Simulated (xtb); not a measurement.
xtb job for C₂H₆BBrO, SMILES CCB(O)Br, GFN2-xTB. 

```
$ xtb mol.xyz --gfn 2 --sp --chrg 0 --uhf 0 --json
$ cat mol.xyz
11

B      0.63784685     0.59074704    -0.06731657
Br    -0.92245478    -0.20608933     0.71635638
C      0.99013769     0.29981630    -1.58797893
C      0.95161074    -1.18642265    -1.96815480
H      1.97331682     0.70809634    -1.83048989
H      0.27155677     0.82880347    -2.22377589
H     -0.02875667    -1.61316195    -1.76495257
H      1.69225277    -1.74612636    -1.40014263
H      1.16582424    -1.31301345    -3.02664297
O      1.39872400     1.39144645     0.65908397
H      1.18220668     1.58285983     1.57424426
```

Output:

```
[banner left out]
          |                Calculation Setup                |
           -------------------------------------------------



           -------------------------------------------------
          |                 G F N 2 - x T B                 |
           -------------------------------------------------

        Reference                      10.1021/acs.jctc.8b01176
      * Hamiltonian:
        H0-scaling (s, p, d)           1.850000    2.230000    2.230000
        zeta-weighting                 0.500000
      * Dispersion:
        s8                             2.700000
        a1                             0.520000
        a2                             5.000000
        s9                             5.000000
      * Repulsion:
        kExp                           1.500000    1.000000
        rExp                           1.000000
      * Coulomb:
        alpha                          2.000000
        third order                    shell-resolved
        anisotropic                    true
        a3                             3.000000
        a5                             4.000000
        cn-shift                       1.200000
        cn-exp                         4.000000
        max-rad                        5.000000


          ...................................................
          :                      SETUP                      :
          :.................................................:
          :  # basis functions                  32          :
          :  # atomic orbitals                  31          :
          :  # shells                           17          :
          :  # electrons                        30          :
          :  max. iterations                   250          :
          :  Hamiltonian                  GFN2-xTB          :
          :  restarted?                      false          :
          :  GBSA solvation                  false          :
          :  PC potential                    false          :
          :  electronic temp.          300.0000000     K    :
          :  accuracy                    1.0000000          :
          :  -> integral cutoff          0.2500000E+02      :
          :  -> integral neglect         0.1000000E-07      :
          :  -> SCF convergence          0.1000000E-05 Eh   :
          :  -> wf. convergence          0.1000000E-03 e    :
          :  Broyden damping             0.4000000          :
          :  net charge                          0          :
          :  unpaired electrons                  0          :
          ...................................................

 iter      E             dE          RMSdq      gap      omega  full diag
   1    -16.7077999 -0.167078E+02  0.646E+00    7.39       0.0  T
   2    -16.8872414 -0.179441E+00  0.510E+00    3.89       1.0  T
   3    -16.9387157 -0.514743E-01  0.270E+00    5.35       1.0  T
   4    -16.9404077 -0.169203E-02  0.137E+00    4.62       1.0  T
   5    -16.9532648 -0.128571E-01  0.644E-01    5.13       1.0  T
   6    -16.9534885 -0.223685E-03  0.371E-01    5.18       1.0  T
   7    -16.9535520 -0.635295E-04  0.243E-01    5.03       1.0  T
   8    -16.9539673 -0.415256E-03  0.786E-02    5.10       1.0  T
   9    -16.9539942 -0.269441E-04  0.279E-02    5.12       1.1  T
  10    -16.9539992 -0.500785E-05  0.587E-03    5.13       5.1  T
  11    -16.9539992  0.190225E-07  0.417E-03    5.13       7.2  T
  12    -16.9539992 -0.506251E-07  0.171E-03    5.13      17.7  T
  13    -16.9539993 -0.212911E-08  0.106E-03    5.13      28.5  T
  14    -16.9539993 -0.729368E-08  0.227E-04    5.13     132.7  T
  15    -16.9539993 -0.479403E-09  0.957E-05    5.13     315.0  T

   *** convergence criteria satisfied after 15 iterations ***

         #    Occupation            Energy/Eh            Energy/eV
      -------------------------------------------------------------
         1        2.0000           -0.8263756             -22.4868
       ...           ...                  ...                  ...
         9        2.0000           -0.5041256             -13.7180
        10        2.0000           -0.4708403             -12.8122
        11        2.0000           -0.4662384             -12.6870
        12        2.0000           -0.4463893             -12.1469
        13        2.0000           -0.4314353             -11.7400
        14        2.0000           -0.4186504             -11.3921
        15        2.0000           -0.4089110             -11.1270 (HOMO)
        16                         -0.2203363              -5.9957 (LUMO)
        17                         -0.0914170              -2.4876
        18                          0.0288619               0.7854
        19                          0.0426466               1.1605
        20                          0.0475155               1.2930
       ...                                ...                  ...
        31                          0.6734860              18.3265
      -------------------------------------------------------------
                  HL-Gap            0.1885746 Eh            5.1314 eV
             Fermi-level           -0.3146236 Eh           -8.5613 eV

 SCC (total)                   0 d,  0 h,  0 min,  0.013 sec
 SCC setup                      ...        0 min,  0.000 sec (  1.575%)
 Dispersion                     ...        0 min,  0.000 sec (  0.635%)
 classical contributions        ...        0 min,  0.000 sec (  0.225%)
 integral evaluation            ...        0 min,  0.002 sec ( 17.358%)
 iterations                     ...        0 min,  0.007 sec ( 52.772%)
 molecular gradient             ...        0 min,  0.003 sec ( 25.982%)
 printout                       ...        0 min,  0.000 sec (  1.325%)

         :::::::::::::::::::::::::::::::::::::::::::::::::::::
         ::                     SUMMARY                     ::
         :::::::::::::::::::::::::::::::::::::::::::::::::::::
         :: total energy             -16.803881611187 Eh    ::
         :: gradient norm              0.000057279191 Eh/a0 ::
         :: HOMO-LUMO gap              5.131377219943 eV    ::
         ::.................................................::
         :: SCC energy               -16.953992771788 Eh    ::
         :: -> isotropic ES            0.056218440870 Eh    ::
         :: -> anisotropic ES          0.002068936589 Eh    ::
         :: -> anisotropic XC         -0.008305198458 Eh    ::
         :: -> dispersion             -0.005985626786 Eh    ::
         :: repulsion energy           0.150111160601 Eh    ::
         :: add. restraining           0.000000000000 Eh    ::
         :: total charge              -0.000000000000 e     ::
         :::::::::::::::::::::::::::::::::::::::::::::::::::::

           -------------------------------------------------
          |                Property Printout                |
           -------------------------------------------------

    * Orbital Energies and Occupations

         #    Occupation            Energy/Eh            Energy/eV
      -------------------------------------------------------------
         1        2.0000           -0.8263756             -22.4868
       ...           ...                  ...                  ...
         3        2.0000           -0.6331233             -17.2282
         4        2.0000           -0.6146348             -16.7251
         5        2.0000           -0.5719137             -15.5626
         6        2.0000           -0.5515575             -15.0086
         7        2.0000           -0.5345604             -14.5461
         8        2.0000           -0.5112986             -13.9131
         9        2.0000           -0.5041256             -13.7180
        10        2.0000           -0.4708403             -12.8122
        11        2.0000           -0.4662384             -12.6870
        12        2.0000           -0.4463893             -12.1469
        13        2.0000           -0.4314353             -11.7400
        14        2.0000           -0.4186504             -11.3921
        15        2.0000           -0.4089110             -11.1270 (HOMO)
        16                         -0.2203363              -5.9957 (LUMO)
        17                         -0.0914170              -2.4876
        18                          0.0288619               0.7854
        19                          0.0426466               1.1605
        20                          0.0475155               1.2930
        21                          0.0619165               1.6848
        22                          0.0821306               2.2349
        23                          0.1306535               3.5553
        24                          0.1557035               4.2369
        25                          0.1629323               4.4336
        26                          0.1881445               5.1197
       ...                                ...                  ...
        31                          0.6734860              18.3265
      -------------------------------------------------------------
                  HL-Gap            0.1885746 Eh            5.1314 eV
             Fermi-level           -0.3146236 Eh           -8.5613 eV

     #   Z          covCN         q      C6AA      α(0)
     1   5 B        2.535     0.423    16.559     7.020
     2  35 Br       0.879    -0.271   192.494    22.370
     3   6 C        3.734    -0.140    23.295     6.889
     4   6 C        3.749    -0.098    22.440     6.756
     5   1 H        0.924     0.038     2.477     2.461
     6   1 H        0.924     0.045     2.379     2.412
     7   1 H        0.925     0.045     2.389     2.417
     8   1 H        0.925     0.031     2.575     2.510
     9   1 H        0.925     0.038     2.478     2.462
    10   8 O        1.612    -0.431    21.489     6.257
    11   1 H        0.805     0.321     0.660     1.276

 Mol. C6AA /au·bohr⁶  :       1654.360944
 Mol. C8AA /au·bohr⁸  :      56504.252819
 Mol. α(0) /au        :         62.828343


Wiberg/Mayer (AO) data.
largest (>0.10) Wiberg bond orders for each atom

 ---------------------------------------------------------------------------
     #   Z sym  total        # sym  WBO       # sym  WBO       # sym  WBO
 ---------------------------------------------------------------------------
     1   5 B    3.353 --    10 O    1.310     3 C    1.012     2 Br   0.974
     2  35 Br   1.046 --     1 B    0.974
     3   6 C    3.987 --     1 B    1.012     4 C    1.008     5 H    0.975
                             6 H    0.954
     4   6 C    3.995 --     3 C    1.008     8 H    0.990     9 H    0.987
                             7 H    0.987
     5   1 H    0.999 --     3 C    0.975
     6   1 H    0.998 --     3 C    0.954
     7   1 H    0.998 --     4 C    0.987
     8   1 H    0.999 --     4 C    0.990
     9   1 H    0.998 --     4 C    0.987
    10   8 O    2.250 --     1 B    1.310    11 H    0.868
    11   1 H    0.896 --    10 O    0.868
 ---------------------------------------------------------------------------

Topologies differ in total number of bonds
Writing topology from bond orders to xtbtopo.mol

molecular dipole:
                 x           y           z       tot (Debye)
 q only:        0.465       0.336       0.016
   full:        1.181       0.747      -0.256       3.611
molecular quadrupole (traceless):
                xx          xy          yy          xz          yz          zz
 q only:       -3.023      -0.775       0.562       2.126       2.600       2.460
  q+dip:       -5.798      -2.997       1.524       5.533       4.105       4.274
   full:       -5.638      -3.076       2.028       5.344       3.809       3.610


           -------------------------------------------------
Note: The following floating-point exceptions are signalling: IEEE_UNDERFLOW_FLAG IEEE_DENORMAL
normal termination of xtb
          | TOTAL ENERGY              -16.803881611187 Eh   |
          | GRADIENT NORM               0.000057279191 Eh/α |
          | HOMO-LUMO GAP               5.131377219943 eV   |
           -------------------------------------------------

------------------------------------------------------------------------
------------------------------------------------------------------------
 total:
 SCF:
```

Self-consistency was reached.
